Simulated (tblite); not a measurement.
C4H12N2Si3.
Structure used (GFN2-xTB), in Å, numbered top down from 1:
```xyz
21
C4H12N2Si3 angstrom
N      3.208   -0.150   -1.987
C      2.700    0.424   -1.139
C      2.082    1.134   -0.053
C      1.552    0.165    1.008
Si     0.197   -0.983    0.318
C     -1.071   -1.584    1.616
Si    -2.405   -0.563    0.713
N     -1.133   -0.092   -0.410
Si    -1.231    0.911   -1.817
H      1.257    1.726   -0.458
H      2.826    1.816    0.374
H      1.165    0.752    1.842
H      2.379   -0.431    1.394
H      0.761   -1.986   -0.588
H     -0.876   -1.299    2.645
H     -1.242   -2.654    1.610
H     -3.464   -1.324    0.055
H     -2.944    0.597    1.427
H     -1.287    2.323   -1.397
H     -0.028    0.665   -2.610
H     -2.455    0.570   -2.542
```

Method: GFN2-xTB as coded in tblite; computed harmonic values from a numerical Hessian at the method's own geometry, unscaled. This tight-binding method is rough: wavenumbers can miss measured ones by several per cent, in bad cases by 10 to 20. Modes of hydrogen on silicon can be 10 to 20 % off. One conformer, not necessarily the lowest.

Harmonic wavenumbers (cm⁻¹): 30.2, 46.8, 83.9, 102.2, 135.6, 143.9, 165.1, 179.6, 233.2, 272.6, 345.4, 386.3, 439.3, 482.2, 509.2, 529.5, 548.5, 564.8, 585.4, 615.3, 633.7, 670.1, 689.5, 727.0, 762.7, 772.3, 775.4, 792.9, 805.2, 822.0, 854.5, 915.3, 922.4, 941.7, 1062.8, 1067.6, 1080.6, 1104.5, 1160.5, 1278.3, 1311.1, 1429.6, 1468.2, 1470.9, 2155.7, 2235.1, 2245.5, 2248.4, 2258.8, 2271.4, 2411.7, 2929.5, 2963.1, 2980.2, 2994.7, 3024.7, 3038.5.

A = 1496, B = 711.4, C = 551.1 MHz; mass 172.031 u (most abundant isotopes); point group C1, symmetry number 1.

Problem. Zero-point energy?

Solution. ½Σν̃ = 31838 cm⁻¹ = 380.86 kJ/mol.

Problem. Give the ideal-gas entropy at 400 K and 1 bar in the rigid-rotor, harmonic-oscillator model (classical rotation).

Solution. Translation 179.16, rotation 132.05, vibration 237.15: S = 548.4 J/(mol K).

Problem. And Cp and H(400 K) − H(0)?

Solution. Cp = 261.34 J/(mol K), of which vibrations give 228.08 (their classical limit is 57 R = 473.9); H(400 K) − H(0) = 61.44 kJ/mol without the zero-point energy, 48.14 from vibrations.

Problem. How do the functions run with temperature in this model?

Solution. 
| T (K) | S (J/(mol K)) | Cp (J/(mol K)) | H − H(0) (kJ/mol) | G − H(0) (kJ/mol) | ln q(vib) |
| --- | --- | --- | --- | --- | --- |
| 150 | 365.6 | 125.0 | 12.05 | -42.80 | 4.81 |
| 250 | 443.7 | 185.7 | 27.58 | -83.34 | 8.54 |
| 298.15 | 478.7 | 212.9 | 37.18 | -105.55 | 10.32 |
| 600 | 667.8 | 327.4 | 120.82 | -279.88 | 21.05 |
| 900 | 813.2 | 388.4 | 228.98 | -502.89 | 30.53 |

q(vib) and H(0) count from the zero-point level.

Problem. Which modes carry the vibrational entropy at 400 K?

Solution. 30.2 cm⁻¹: 26.78; 46.8 cm⁻¹: 23.14; 83.9 cm⁻¹: 18.31; 102.2 cm⁻¹: 16.68; 135.6 cm⁻¹: 14.37; 143.9 cm⁻¹: 13.88 J/(mol K); the other 51 give 124.00 together.

Problem. What must be added to the electronic energy to get the Gibbs energy at 400 K and 1 bar?

Solution. ZPE + [H(400 K) − H(0)] − T·S = 380.86 + 61.44 − 219.35 = 222.95 kJ/mol.

Hindered rotation and anharmonicity are outside this model. Other conformers, if any are populated, would add a mixing term that is left out. The structure is chiral; the term R ln 2 for an equal mix with its mirror image is left out.

Hardware: Arm Neoverse N1, one thread, no GPU, shared host with 64 logical CPUs at a one-minute load of 60. Cost: 2.3 s wall. The figure is for the frequency step alone.
